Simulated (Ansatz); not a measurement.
Consider the ligand exchange at the Si–C bond: `COC[SiH2]C` + `C=C(O)F` → `C=C(F)O[SiH2]C` + dimethyl ether.

Isolated molecules relaxed with PBE0-D4/def2-TZVP in Ansatz; ΔE leaves out vibrations. CCSD(T)/CBS is the MP2 limit (def2-TZVPP, def2-QZVPP) plus CCSD(T) − MP2 in def2-TZVPP, frozen cores. DFT in def2-TZVPP. B3LYP here is the variant with VWN-RPA as its local correlation; programs differ in this. One conformer a species, not always the lowest.

Question: Is it downhill or uphill in electronic energy at CCSD(T)/CBS, and by how much? (Estimate.)

Answer: Computed: Downhill: ΔE = -115.7 kJ/mol.

Question: What do these levels give: PBE-D4, r2SCAN-D4, PBE0-D4, ωB97X-V, B2PLYP, B3LYP, MP2/def2-TZVPP, CCSD/def2-TZVPP, MP2/def2-QZVPP, SCS-MP2/def2-QZVPP, HF/CBS(def2), MP2/CBS(def2)? (An estimate is asked.)

Answer: The calculation gave: PBE-D4 -100.8, r2SCAN-D4 -113.9, PBE0-D4 -106.5, ωB97X-V -114.6, B2PLYP -121.0, B3LYP -119.5, MP2/def2-TZVPP -119.6, CCSD/def2-TZVPP -119.1, MP2/def2-QZVPP -119.6, SCS-MP2/def2-QZVPP -122.6, HF/CBS(def2) -138.1, MP2/CBS(def2) -118.9 kJ/mol.

Largest T1 diagnostic among the species: 0.012.

In def2-TZVPP, CCSD(T) changes the Hartree–Fock value by +20.5 kJ/mol (the triples alone add +2.6 kJ/mol) and MP2 by +17.3 kJ/mol. From PBE to PBE0 (25 % exact exchange), in def2-TZVPP and without D4, ΔE moves by −5.5 kJ/mol.
